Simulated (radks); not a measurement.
The numbers below are computed, except where a source is named.
Numerical settings for the strontium ion Sr2+, [Kr]. Code: a radial shooting solver on a logarithmic mesh with Libxc functionals. Model: scalar-relativistic Kohn-Sham, r2SCAN, spin-polarised, spherical densities, finite nucleus; meta-GGA in the generalised Kohn-Sham scheme; Fermi nuclear charge, rms radius 4.224 fm. The defaults (mesh step 0.008 in ln r, mesh end at 40 bohr or more with all orbitals vanishing there, Anderson mixing 0.5 over 9 steps, residual threshold near 1e-9 with the energy settled to 1e-9 hartree or 1e-11 of itself, here a cap of 100 iterations) give E = -3179.384 hartree and 4p at -37.121 eV in 12 iterations. Run on one thread of a shared host, so times are rough (Arm Neoverse V1): 0.16 s of CPU time, 0.16 s wall, 12 iterations on 2198 mesh points. Changes against that run (0 stands for a change within the tolerance of the run):

| setting | iterations | converged | E (mhartree) | e(4p) (meV) | CPU (s) |
|---|---|---|---|---|---|
| mesh step in ln r 0.08 | 4 | no | diverged | - | 0.02 |
| mesh step in ln r 0.005 | 13 | yes | 0 | -0.00335 | 0.27 |
| mesh step in ln r 0.012 | 10 | yes | 0 | +0.00751 | 0.1 |
| mesh end (bohr) 5 | 12 | yes | +1.85 | +56.7 | 0.15 |
| mesh end (bohr) 1 | 11 | level above zero | +1.36e+05 | +5.23e+05 | 0.11 |
| residual threshold 1e-13 | 100 | no | 0 | 0 | 0.66 |
| residual threshold 0.001 | 10 | yes | 0 | +0.151 | 0.14 |
| mixing 1 | 12 | yes | 0 | -0.0046 | 0.16 |
| linear mixing, mixing 0.8 | 23 | no | diverged | - | 0.27 |
| linear mixing, mixing 1 | 24 | no | diverged | - | 0.37 |
| mixing history 20 | 12 | yes | 0 | 0 | 0.16 |
| iteration cap 2 | 2 | no | +1.49e+03 | -2.07e+04 | 0.04 |

Settled on a wrong energy, with an occupied level pushed above zero by the early mesh end: mesh end (bohr) 1 (+136 hartree). Apart from these: settings that end as converged yet miss the energy by more than 1 mhartree: mesh end (bohr) 5 (+0.00185 hartree). A mesh that ends early acts as a hard wall.
